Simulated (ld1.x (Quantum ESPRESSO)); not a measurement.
# Varying the TM potential for hydrogen

Base potential:

- Element: H (Z = 1)
- Generator: ld1.x (Quantum ESPRESSO) 7.5
- Type: norm-conserving Troullier–Martins (Kleinman–Bylander form)
- Functional: PBE
- Relativity: scalar-relativistic
- Frozen core: none
- Valence charge: 1
- Reference configuration: 1s1
- Partial waves: 1s (bound): rc 0.95 bohr
- Local potential: the s channel
- Core correction: none

Cutoffs, loose and tight: the cutoffs (Ry, on a coarse ladder) from which the occupation-weighted sum of valence levels, in a spherical-Bessel basis at the reference potential, stays within 10 and 1 mRy of its value at 400 Ry. They do not see the model core or the augmentation charge, which bear on the density cutoff. Test errors are all-electron minus pseudo excitation energies from the reference, over the configurations 1s0.5. A dash means not determined; rows that change the core or the reference have their own tests.

| change | outcome | cutoff, loose | cutoff, tight | bound ghosts |
| --- | --- | --- | --- | --- |
| base | generated | 30 Ry | 50 Ry | none |
| wave 1s (bound): rc 0.95 bohr becomes 1s (bound): rc 0.74 bohr | generated | 35 Ry | 70 Ry | none |
| wave 1s (bound): rc 0.95 bohr becomes 1s (bound): rc 0.92 bohr | generated | 30 Ry | 50 Ry | none |
| wave 1s (bound): rc 0.95 bohr becomes 1s (bound): rc 1.12 bohr | generated | 21 Ry | 40 Ry | none |
| wave 1s (bound): rc 0.95 bohr becomes 1s (bound): rc 1.22 bohr | generated | 21 Ry | 35 Ry | none |
| wave 1s (bound): rc 0.95 bohr becomes 1s (bound): rc 1.28 bohr | generated | 21 Ry | 35 Ry | none |

Q: What comes out with this change to the base: wave 1s (bound): rc 0.95 bohr becomes 1s (bound): rc 1.04 bohr?

A: outcome: generated; cutoff, loose: 25 Ry; cutoff, tight: 45 Ry; bound ghosts: none.

Q: What comes out with this change to the base: wave 1s (bound): rc 0.95 bohr becomes 1s (bound): rc 0.84 bohr?

A: outcome: generated; cutoff, loose: 30 Ry; cutoff, tight: 60 Ry; bound ghosts: none.

Reading the sweep of the scale of all radii (base = 1) (base included, trends over the rows without a ghost): The loose cutoff falls from 35 Ry at 0.78 to 21 Ry at 1.35. A larger radius leaves more room for a smooth pseudo-wave, so fewer plane waves are needed; a smaller one forces it to follow the all-electron wave where it bends sharply.
